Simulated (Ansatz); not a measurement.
`[OH][Ti]([F])([Cl])[I]` + HCl → `[OH][Ti]([F])([Cl])[Cl]` + HI at 298.15 K and 1 bar (ligand exchange at a Ti–I bond).

Program: Ansatz. Geometries: PBE0-D4/def2-TZVP. ΔE: electronic, gas phase. CBS: MP2 limit from def2 TZ/QZ plus the TZ coupled-cluster correction, frozen cores. This one scheme is used for every species. Elements past krypton have def2 core potentials. For I, Ti outer-core shells are correlated without core-valence functions, which leaves a few kJ/mol of doubt a bond. Scalar relativity is left out up to krypton. One conformer a species, not always the lowest.

```csv
species,CCSD(T)/CBS energy (Eh),H − E (kJ/mol),S (J/(mol·K))
`[OH][Ti]([F])([Cl])[I]`,-1781.95525,68.4,385.4
HCl,-460.38127,26.6,186.8
`[OH][Ti]([F])([Cl])[Cl]`,-1944.30161,69.0,371.4
HI,-298.03592,22.7,206.5
```

H − E and S are ideal-gas, rigid-rotor, harmonic terms from PBE0-D4/def2-TZVP, for one conformer and one mirror image of each species. 1 Eh = 2625.50 kJ/mol, R = 8.31446 J/(mol·K).

Task: By hand: ΔE, ΔH, ΔS and ΔG.

Result: ΔE = (-1944.30161) + (-298.03592) − (-1781.95525) − (-460.38127) = -0.00101 Eh = -2.7 kJ/mol. Δ(H − E) = 69.0 + 22.7 − 68.4 − 26.6 = -3.3, so ΔH = -6.0 kJ/mol. ΔS = 371.4 + 206.5 − 385.4 − 186.8 = 5.7 J/(mol·K). ΔG = -6.0 − 298.15 × (5.7)/1000 = -7.7 kJ/mol.

Task: By hand: the equilibrium constant, and the temperature at which ΔG would vanish if ΔH and ΔS stayed fixed.

Result: log₁₀ K = −ΔG/(RT ln 10) = 1.3. ΔH and −TΔS have one sign here, so there is no such temperature. One of them is within its doubt of zero, so this could turn.

The number of gas molecules stays the same, so ΔS is small and ΔH decides. A doubt of 5 kJ/mol in ΔE shifts log₁₀ K by 0.9 here. Other conformers and mirror images would add mixing entropy, several J/(mol·K) or more a flexible species. These are equilibria of isolated gas molecules and say nothing of rates. Largest T1 diagnostic: 0.024 (customary marks: 0.02 for closed shells, 0.045 for open ones).
